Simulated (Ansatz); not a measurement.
CH6Cl2O2Si2 (`O[Si@H](Cl)C[Si@H](O)Cl`). Total charge 0; spin multiplicity 1.

```
atom   x (Å)   y (Å)   z (Å)
  O1   1.187   0.559  -1.472
 Si2   1.408   0.485   0.162
 Cl3   2.357  -1.272   0.654
  C4  -0.287   0.528   0.884
 Si5  -1.466  -0.763   0.217
  O6  -1.267  -0.961  -1.387
 Cl7  -3.385  -0.127   0.592
  H8   1.959   0.544  -2.041
  H9   2.306   1.573   0.611
 H10  -0.227   0.428   1.972
 H11  -0.712   1.516   0.671
 H12  -1.325  -2.054   0.919
 H13  -0.546  -0.456  -1.782
```

(1) Give the diagnostics of a CCSD(T)/def2-TZVPP run (frozen core, Ansatz 0.2.0). (Best estimate.)

## Answers

(1) Ansatz gave: T1 = 0.0106, largest single amplitude 0.013, largest double 0.011, (T) share of the correlation energy 3.8 %, 8 CCSD cycles. The RHF solution is stable towards an unrestricted one. T1 lies under the customary mark of 0.02 for closed shells.
